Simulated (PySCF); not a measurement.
Harmonic spectrum computed at PBE0 in the def2-TZVP basis family (core potentials from Rb on, PySCF, no spin–orbit coupling):

| symmetry | ω (cm⁻¹) | IR (km/mol) |
| --- | --- | --- |
| a' | 228 | 9.5 |
| a' | 396 | 50.8 |
| a' | 1097 | 89.4 |

Q: Which molecule gave it? In each, all ligands are bound to the one heavy central atom.
A. ClRuN (singlet)
B. ClHfN (singlet)
C. ClZrN (singlet)
D. ClTaN (doublet)
E. ClMoN (triplet)

A: D. It has Cs symmetry with Ta–Cl 2.289 Å, Ta–N 1.681 Å.
